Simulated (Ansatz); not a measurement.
Reaction (substitution at a C–Ga bond): `F[CH2][GaH][SiH3]` + `N[SiH2][SiH3]` → `FCN[SiH2][SiH3]` + `[SiH3][GaH2]`

Computed with Ansatz on PBE0-D4/def2-TZVP structures; ΔE is electronic, products minus reactants. CBS: MP2 limit from def2 TZ/QZ plus the TZ coupled-cluster correction, frozen cores. This one scheme is used for every species. DFT in def2-TZVPP. For Ga outer-core shells are correlated without core-valence functions, which leaves a few kJ/mol of doubt a bond. Scalar relativity is left out up to krypton. One conformer a species, not always the lowest.

```tsv
level	ΔE (kJ/mol)	difference from CCSD(T)/CBS
PBE-D4	2.5	-5.5
PBE0-D4	0.8	-7.2
ωB97M-V	1.2	-6.8
B2PLYP	3.8	-4.2
PBE	4.8	-3.2
r2SCAN	2.3	-5.7
PBE0	2.8	-5.2
HF/def2-TZVPP	-5.6	-13.6
SCS-MP2/def2-TZVPP	2.7	-5.3
CCSD/def2-TZVPP	2.6	-5.4
CCSD(T)/def2-TZVPP	2.4	-5.6
MP2/def2-QZVPP	7.9	-0.1
SCS-MP2/def2-QZVPP	5.8	-2.2
HF/CBS(def2)	-5.4	-13.4
MP2/CBS(def2)	10.3	2.3
CCSD/CBS(def2)	8.3	0.3
CCSD(T)/CBS	8.0	0
```

Largest T1 diagnostic among the species: 0.013.

In def2-TZVPP, CCSD(T) changes the Hartree–Fock value by +8.0 kJ/mol (the triples alone add −0.2 kJ/mol) and MP2 by +10.2 kJ/mol. The D4 term adds −3.5 kJ/mol with B3LYP and −2.1 kJ/mol with PBE0; it sums over pairs of atoms, weighted by their polarisabilities, and B3LYP, whose exchange is more repulsive, gets the larger term.

CCSD(T)/CBS has its own doubt, a few kJ/mol and more with outer-core shells, so smaller differences from it don't rank the levels.

B3LYP here is the variant with VWN-RPA as its local correlation; programs differ in this.
